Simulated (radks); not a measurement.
Values are calculated unless marked as measured or tabulated.
Cu11+, configuration [Ar]. Level of theory: scalar-relativistic Kohn-Sham, r2SCAN, spin-polarised, spherical densities, finite nucleus; meta-GGA in the generalised Kohn-Sham scheme; Fermi nuclear charge, rms radius 3.8823 fm (a radial shooting solver on a logarithmic mesh with Libxc functionals).

Unscreened Slater integrals over Kohn-Sham orbitals (cm^-1). They are taken over the spin-up orbitals. Empty in this configuration: 3d.

| integral | value |
|---|---|
| F0(3p,3p) | 309340 |
| F2(3p,3p) | 157260 |
| F0(3p,3s) | 309280 |
| G1(3p,3s) | 205160 |
| F0(3p,2p) | 413320 |
| F2(3p,2p) | 93074 |
| G0(3p,2p) | 37033 |
| G2(3p,2p) | 39485 |
| F0(3p,3d) | 315720 |
| F2(3p,3d) | 155230 |
| G1(3p,3d) | 179720 |
| G3(3p,3d) | 115780 |
| F0(3s,3s) | 309650 |
| F0(3s,2p) | 407790 |
| G1(3s,2p) | 37574 |
| F0(3s,3d) | 315940 |
| G2(3s,3d) | 138590 |
| F0(2p,2p) | 974430 |
| F2(2p,2p) | 460470 |
| F0(2p,3d) | 425750 |
| F2(2p,3d) | 107130 |
| G1(2p,3d) | 89937 |
| G3(2p,3d) | 51395 |
| F0(3d,3d) | 327240 |
| F2(3d,3d) | 165080 |
| F4(3d,3d) | 105830 |
